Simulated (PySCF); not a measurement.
# C₆ coefficients of unlike pairs at MN15

Calculated with PySCF 2.14 from the dipole response of each species, C₆(A,B) = (3/π) ∫ α_A(iu) α_B(iu) du, in atomic units, from isotropic polarisabilities. For ions this is the dispersion term alone; charge-induced terms of lower order in 1/R come first.

```tsv
species	configuration	basis	relativity	α (bohr³)	C₆ (like pair)
Ag(3+)	[Kr] 4d8 (3F)	def2-TZVPPD with the def2 core potential (28 electrons) (6s4p3d2f1g)	core potential	3.499	14.96
Ni	[Ar] 3d8 4s2 (3F)	aug-cc-pVTZ (8s7p5d3f2g)	none	50.88	418.0
Ne	[Ne] (1S)	aug-cc-pwCVTZ (7s6p4d2f)	none	2.471	5.979
```

**Question.** Estimate C₆ for Ne with Ag(3+).

**Answer.** The integral gives 9.404. The combination rule 2 C_A C_B / (C_A α_B/α_A + C_B α_A/α_B) gives 9.401 and the geometric mean 9.459.

No spin-orbit coupling is included.

The other pairs:

| pair | C₆ |
| --- | --- |
| Ni, Ag(3+) | 55.39 |
| Ne, Ni | 37.46 |
